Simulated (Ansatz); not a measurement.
Steps of a relaxation of `C[N](C)[Ga]([NH2])[N](C)C` with RKS PBE-D4/def2-SVP.

```sh
$ ansatz run in.yaml --threads 4 --pin off --events-out ev --progress --plain --max-ram 66560MiB --backend cuda --devices 0, --max-vram 37GiB
```

```yaml
crystal:
  periodic: [false, false, false]
  atoms:
    - {symbol: C, position_ang: [0.548200, -1.681300, -1.240500]}
    - {symbol: N, position_ang: [0.331600, -0.198300, -1.431200]}
    - {symbol: C, position_ang: [1.603200, 0.444700, -1.632300]}
    - {symbol: Ga, position_ang: [-0.288000, 0.344300, -0.166800]}
    - {symbol: N, position_ang: [-1.788800, 1.088500, -1.424800]}
    - {symbol: N, position_ang: [-0.693900, 0.600200, 1.174100]}
    - {symbol: C, position_ang: [-1.319100, -0.576500, 1.776800]}
    - {symbol: C, position_ang: [0.589400, 0.901300, 1.872800]}
    - {symbol: H, position_ang: [1.115400, -1.833400, -0.307100]}
    - {symbol: H, position_ang: [0.974700, -2.088100, -2.126800]}
    - {symbol: H, position_ang: [-0.509600, -2.096900, -1.091600]}
    - {symbol: H, position_ang: [2.309500, 0.274800, -0.720600]}
    - {symbol: H, position_ang: [1.437800, 1.563600, -1.742800]}
    - {symbol: H, position_ang: [2.100900, 0.074600, -2.522800]}
    - {symbol: H, position_ang: [-1.816900, 2.101900, -1.187900]}
    - {symbol: H, position_ang: [-2.716300, 0.743000, -1.120200]}
    - {symbol: H, position_ang: [-1.606200, -0.343800, 2.829800]}
    - {symbol: H, position_ang: [-2.286500, -0.780600, 1.224300]}
    - {symbol: H, position_ang: [-0.681800, -1.480000, 1.723900]}
    - {symbol: H, position_ang: [0.306400, 1.142500, 2.959300]}
    - {symbol: H, position_ang: [1.001400, 1.775600, 1.391700]}
    - {symbol: H, position_ang: [1.279100, -0.006100, 1.791400]}
basis:
  gaussian: {orbitals: def2-SVP}
hamiltonian: {xc: pbe, dispersion: d4}
relax: {f_tol: 0.03, max_steps: 200}
```

Positions (Å) and forces (eV/Å) along the path, 7 of 20 steps:

```xyz
22
step=1 energy=-61182.6446 eV
C     0.548   -1.681   -1.240   -2.435    1.691    0.847
N     0.332   -0.198   -1.431    9.100   -7.963  -12.591
C     1.603    0.445   -1.632    0.651    0.867    0.929
Ga   -0.288    0.344   -0.167   -4.178    2.794  -14.437
N    -1.789    1.089   -1.425    0.065    0.423    0.567
N    -0.694    0.600    1.174   -5.284    3.723   25.078
C    -1.319   -0.577    1.777   -1.534    0.668    0.218
C     0.589    0.901    1.873   -1.320   -0.986    2.000
H     1.115   -1.833   -0.307    0.646   -0.757    0.095
H     0.975   -2.088   -2.127    0.814   -0.911   -1.095
H    -0.510   -2.097   -1.092    1.027   -0.098   -0.217
H     2.309    0.275   -0.721   -0.116    0.286   -0.965
H     1.438    1.564   -1.743    0.257   -0.612   -0.034
H     2.101    0.075   -2.523    0.583   -0.155   -0.777
H    -1.817    2.102   -1.188   -0.471   -0.049    0.040
H    -2.716    0.743   -1.120   -0.181    0.271    0.093
H    -1.606   -0.344    2.830    0.110   -0.296    0.014
H    -2.287   -0.781    1.224    0.527   -0.007    0.292
H    -0.682   -1.480    1.724    0.121   -0.359    0.292
H     0.306    1.143    2.959    0.860   -0.157   -0.768
H     1.001    1.776    1.392    0.782    0.842   -0.115
H     1.279   -0.006    1.791   -0.025    0.785    0.533
22
step=4 energy=-61191.6751 eV
C     0.741   -1.758   -1.385   -0.162    0.229    0.201
N     0.543   -0.327   -1.589    1.213   -0.754   -0.388
C     1.785    0.390   -1.849   -0.156    0.038    0.059
Ga   -0.614    0.457   -0.411   -1.564    1.010   -1.621
N    -2.001    1.309   -1.411   -0.299    0.005    0.266
N    -0.739    0.610    1.391    0.182   -0.182    1.613
C    -1.487   -0.494    1.990    0.200    0.064   -0.106
C     0.518    0.875    2.081    0.076   -0.106   -0.292
H     1.334   -2.016   -0.467    0.098   -0.112   -0.087
H     1.241   -2.236   -2.259    0.040    0.078   -0.016
H    -0.253   -2.245   -1.287    0.031   -0.146    0.018
H     2.513    0.364   -0.993    0.082    0.006   -0.120
H     1.567    1.458   -2.076    0.039   -0.025    0.015
H     2.309   -0.024   -2.742   -0.009   -0.035    0.004
H    -2.158    2.265   -1.046    0.079   -0.095    0.099
H    -2.910    0.856   -1.181    0.265    0.020   -0.208
H    -1.747   -0.281    3.050   -0.026    0.033    0.079
H    -2.440   -0.654    1.442   -0.062   -0.004   -0.003
H    -0.920   -1.464    1.975   -0.121   -0.006    0.144
H     0.368    1.101    3.160   -0.094   -0.007    0.046
H     1.005    1.767    1.627    0.060   -0.060    0.100
H     1.236    0.018    2.009    0.129    0.048    0.198
22
step=5 energy=-61191.9925 eV
C     0.768   -1.757   -1.341    0.256   -0.012   -0.134
N     0.588   -0.337   -1.554   -0.315    0.293    0.309
C     1.805    0.391   -1.858   -0.082   -0.251   -0.120
Ga   -0.742    0.540   -0.522    0.491   -0.273    0.123
N    -2.099    1.417   -1.451   -0.797    0.312    0.408
N    -0.683    0.556    1.380   -0.142   -0.214   -0.278
C    -1.491   -0.485    2.003    0.217    0.091    0.035
C     0.563    0.818    2.070    0.023    0.070    0.027
H     1.394   -2.049   -0.453   -0.018    0.067    0.009
H     1.277   -2.196   -2.235   -0.013   -0.062    0.058
H    -0.205   -2.289   -1.254    0.008    0.090    0.047
H     2.570    0.393   -1.036    0.012    0.001    0.020
H     1.585    1.451   -2.111   -0.031   -0.014    0.008
H     2.303   -0.060   -2.751    0.052    0.060   -0.013
H    -2.312    2.301   -0.930   -0.026   -0.550   -0.230
H    -2.981    0.854   -1.358    0.536    0.406   -0.253
H    -1.752   -0.220    3.056   -0.019    0.025    0.026
H    -2.451   -0.621    1.458   -0.002    0.015   -0.015
H    -0.985   -1.491    2.048   -0.086    0.103    0.005
H     0.358    1.059    3.140    0.006    0.006    0.049
H     1.072    1.714    1.649   -0.015   -0.100   -0.031
H     1.310   -0.019    2.078   -0.054   -0.065   -0.052
22
step=8 energy=-61192.3116 eV
C     0.894   -1.704   -1.218    0.021    0.011    0.017
N     0.594   -0.319   -1.521   -0.049    0.125    0.053
C     1.743    0.438   -1.981   -0.071   -0.033   -0.037
Ga   -0.743    0.533   -0.510    0.133    0.013    0.009
N    -2.052    1.547   -1.371   -0.923   -0.385    0.256
N    -0.673    0.491    1.374   -0.016   -0.049   -0.148
C    -1.590   -0.408    2.047    0.014    0.035    0.040
C     0.603    0.627    2.050   -0.020   -0.011   -0.074
H     1.600   -1.863   -0.358    0.000    0.039   -0.019
H     1.361   -2.201   -2.103   -0.004    0.006    0.020
H    -0.035   -2.274   -0.998    0.041    0.024    0.050
H     2.572    0.505   -1.227   -0.017    0.002   -0.020
H     1.453    1.477   -2.249   -0.014   -0.020    0.005
H     2.192   -0.021   -2.897   -0.021   -0.005   -0.009
H    -2.559    2.141   -0.678    0.217   -0.428   -0.413
H    -2.784    0.936   -1.825    0.776    0.709    0.225
H    -1.832   -0.057    3.080    0.001    0.024    0.011
H    -2.551   -0.478    1.493   -0.002    0.016    0.011
H    -1.193   -1.453    2.154   -0.041    0.027    0.020
H     0.449    0.953    3.107    0.002   -0.010   -0.006
H     1.226    1.413    1.569   -0.008   -0.081   -0.007
H     1.215   -0.313    2.090   -0.019   -0.008    0.017
22
step=11 energy=-61192.6201 eV
C     1.084   -1.586   -1.085    0.043   -0.012    0.016
N     0.655   -0.257   -1.469    0.010    0.030    0.050
C     1.663    0.517   -2.161    0.014   -0.030    0.009
Ga   -0.716    0.511   -0.473    0.010   -0.023   -0.024
N    -2.029    1.504   -1.294   -0.529   -0.091   -0.075
N    -0.660    0.330    1.377   -0.072   -0.061   -0.061
C    -1.737   -0.290    2.119    0.051    0.018    0.024
C     0.618    0.324    2.057    0.022   -0.037    0.019
H     1.922   -1.609   -0.337   -0.012    0.030   -0.039
H     1.438   -2.162   -1.976   -0.004    0.011    0.012
H     0.238   -2.164   -0.652    0.081    0.043    0.022
H     2.593    0.671   -1.550   -0.032    0.003   -0.045
H     1.276    1.522   -2.429   -0.014   -0.013   -0.023
H     1.991    0.021   -3.109   -0.025    0.001    0.001
H    -2.717    1.942   -0.660    0.187   -0.170   -0.239
H    -2.531    1.082   -2.098    0.341    0.280    0.351
H    -1.922    0.219    3.098    0.011   -0.009   -0.022
H    -2.685   -0.251    1.541    0.006    0.016    0.019
H    -1.539   -1.371    2.353   -0.037    0.078    0.013
H     0.530    0.794    3.067    0.010   -0.007   -0.018
H     1.367    0.919    1.493   -0.012   -0.084    0.008
H     1.052   -0.700    2.218   -0.050    0.027    0.001
22
step=12 energy=-61192.6995 eV
C     1.166   -1.546   -1.042   -0.002    0.020   -0.013
N     0.682   -0.238   -1.437    0.063    0.010    0.062
C     1.627    0.535   -2.216   -0.017   -0.045    0.035
Ga   -0.722    0.493   -0.464    0.050    0.019   -0.090
N    -2.017    1.514   -1.278   -0.275   -0.114   -0.144
N    -0.672    0.262    1.372   -0.046   -0.053    0.098
C    -1.782   -0.257    2.143    0.089    0.009   -0.009
C     0.605    0.221    2.057    0.024    0.008    0.011
H     2.052   -1.525   -0.351   -0.025    0.038   -0.064
H     1.472   -2.143   -1.938    0.000    0.016    0.053
H     0.365   -2.125   -0.530    0.088    0.060   -0.001
H     2.587    0.731   -1.664   -0.069    0.000   -0.060
H     1.200    1.520   -2.496   -0.010   -0.016    0.001
H     1.913    0.015   -3.164   -0.021   -0.004    0.014
H    -2.752    1.906   -0.676    0.099   -0.076   -0.106
H    -2.440    1.161   -2.151    0.197    0.171    0.267
H    -1.933    0.300    3.103    0.023    0.012   -0.031
H    -2.728   -0.189    1.568   -0.010    0.022   -0.002
H    -1.644   -1.335    2.422   -0.029    0.044    0.016
H     0.548    0.757    3.040    0.020   -0.060   -0.101
H     1.393    0.730    1.457   -0.100   -0.109    0.051
H     0.972   -0.818    2.276   -0.049    0.046    0.013
22
step=20 energy=-61192.9250 eV
C     1.778   -1.249   -0.987    0.001    0.012    0.013
N     0.918   -0.138   -1.321    0.007   -0.008   -0.012
C     1.264    0.529   -2.556    0.009    0.006    0.006
Ga   -0.545    0.394   -0.335   -0.021   -0.011   -0.006
N    -1.774    1.484   -1.169    0.008    0.004    0.013
N    -0.714   -0.010    1.455   -0.011   -0.015   -0.001
C    -1.991    0.045    2.130    0.003    0.008    0.000
C     0.389   -0.371    2.315   -0.011    0.015   -0.003
H     2.839   -0.932   -0.813   -0.008   -0.009   -0.004
H     1.809   -2.015   -1.803   -0.005    0.005    0.006
H     1.429   -1.764   -0.070    0.008    0.005   -0.012
H     2.303    0.946   -2.531   -0.008   -0.005   -0.004
H     0.576    1.376   -2.750    0.002   -0.001   -0.003
H     1.220   -0.156   -3.441   -0.003    0.003    0.012
H    -2.589    1.803   -0.640    0.002   -0.002    0.000
H    -2.056    1.259   -2.126    0.001   -0.003   -0.007
H    -2.002    0.794    2.962    0.000   -0.002   -0.001
H    -2.801    0.322    1.423    0.004   -0.002    0.000
H    -2.276   -0.937    2.586    0.010    0.006   -0.009
H     0.483    0.328    3.184    0.009   -0.002    0.010
H     1.350   -0.338    1.766    0.002   -0.004    0.003
H     0.280   -1.399    2.748   -0.001    0.001   -0.004
```

Run time 33 s (4 threads of an AMD EPYC 7R13 on a shared host and a share of an NVIDIA H100 80 GB); peak host memory 0.85 GiB.
